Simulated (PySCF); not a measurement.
How well do the runs reproduce experiment for C3H9As?

**What was measured.**

From NIST CCCBDB Release 22 (SRD 101), experimental dipoles, for the gas: dipole moment (microwave Stark effect) 0.86 D.

The runs below try to reproduce these values; the comparison stands at the end.

Compound: C3H9As.
Atom-mapped SMILES: `[CH3:1][As:2]([CH3:3])[CH3:4]` (hydrogens: H5, H6, H7 on C1; H8, H9, H10 on C3; H11, H12, H13 on C4)

Geometry (PBE0-D3(BJ)/def2-SVP, Å), atoms numbered from 1 in this order:
```xyz
13
C3H9As angstrom
C     -0.2075    1.6485    0.4409
As    -0.1415   -0.2057    1.0897
C      1.5430   -0.7071    0.2085
C     -1.3540   -0.9733   -0.2542
H     -0.0402    1.7043   -0.6457
H      0.5620    2.2433    0.9548
H     -1.1895    2.0844    0.6769
H      1.5415   -0.4267   -0.8560
H      1.6920   -1.7936    0.2946
H      2.3832   -0.2061    0.7115
H     -1.0772   -0.6629   -1.2735
H     -1.3221   -2.0710   -0.1906
H     -2.3838   -0.6479   -0.0452
```

The PySCF runs (gas phase, on this PBE0-D3(BJ)/def2-SVP geometry; no spin–orbit coupling):

| level | job | basis functions | wall time |
| --- | --- | --- | --- |
| PBE0-D3(BJ)/def2-SVP, grid level 1 | geometry optimisation from a GFN2-xTB start shaken at random | 119 | 43 s |

Hardware: Arm Neoverse V2, one thread, no GPU, on a shared host.

**Comparison with experiment**

**Dipole moment.** Measured: 0.86 D (NIST CCCBDB Release 22 (SRD 101), experimental dipoles).

| level | computed (D) | computed − measured (D) | % (from the printed values) |
| --- | --- | --- | --- |
| PBE0-D3(BJ)/def2-SVP | 1.03 | +0.17 | +20 |

The computed dipoles belong to one fixed geometry; measured ones are averaged over vibrations unless marked μe. Magnitudes are compared, not signs.

No measured geometry was used, and the causes of the misses weren't examined.
